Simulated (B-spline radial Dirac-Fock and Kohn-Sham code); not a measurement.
## C 2p1/2: cross section and angular parameters

System: the free carbon atom, [He] 2s2 2p2; threshold 8.22 eV (orbital energy of the model). Method: Dirac-Hartree-Slater photoionisation with a Latter tail; cross sections with all multipoles, angular parameters from the dipole term and its interference with E2. Computed with a radial atomic solver.

For linearly polarised light dσ/dΩ = σ/(4π) [1 + β P₂(cos θ) + (δ + γ cos²θ) sin θ cos φ], with θ from the polarisation vector and φ the angle between the beam and the projection of the electron momentum on the plane normal to the polarisation.

| hν (eV) | σ (kb) | β | γ | δ |
| --- | --- | --- | --- | --- |
| 60 | 219 | 1.514 | 0.082 | 0.007 |
| 81 | 96.6 | 1.484 | 0.117 | 0.009 |
| 84.6 | 85.4 | 1.476 | 0.122 | 0.009 |
| 95.7 | 60.0 | 1.448 | 0.137 | 0.010 |
| 150 | 15.7 | 1.286 | 0.184 | 0.015 |
| 200 | 6.42 | 1.149 | 0.209 | 0.020 |
| 246 | 3.34 | 1.048 | 0.225 | 0.025 |
| 285 | 2.09 | 0.976 | 0.235 | 0.029 |
| 300 | ? | ? | ? | ? |
| 326 | 1.36 | 0.910 | 0.245 | 0.033 |
| 344 | 1.14 | 0.884 | 0.250 | 0.035 |
| 452 | 0.465 | 0.757 | 0.276 | 0.045 |
| 618 | 0.160 | 0.624 | 0.310 | 0.060 |
| 622 | 0.157 | 0.621 | 0.311 | 0.060 |
| 721 | 0.0933 | 0.563 | 0.327 | 0.069 |
| 805 | 0.0629 | 0.522 | 0.339 | 0.075 |
| 915 | 0.0396 | 0.478 | 0.354 | 0.084 |
| 1090 | 0.0208 | 0.425 | 0.374 | 0.096 |
| 1486.9 | 0.00655 | 0.340 | 0.422 | 0.119 |
| 2000 | 0.00209 | 0.250 | 0.474 | 0.147 |
| 2520 | 0.000834 | 0.179 | 0.501 | 0.173 |
| 2680 | 0.000652 | 0.161 | 0.505 | 0.180 |
| 2830 | 0.000523 | 0.148 | 0.507 | 0.187 |
| 6320 | 2.12e-05 | 0.104 | 0.696 | 0.292 |
| 9251.7 | 4.37e-06 | 0.040 | 0.827 | 0.366 |
| 9380 | 4.13e-06 | 0.037 | 0.829 | 0.369 |
| 10500 | 2.56e-06 | 0.019 | 0.838 | 0.394 |
| 12000 | 1.46e-06 | 0.009 | 0.847 | 0.424 |
| 12200 | 1.36e-06 | 0.008 | 0.848 | 0.428 |
| 13300 | 9.53e-07 | 0.010 | 0.865 | 0.446 |

Question: Give the values at 300 eV.

Answer: σ = 1.78 kb, β = 0.950, γ = 0.239, δ = 0.031.
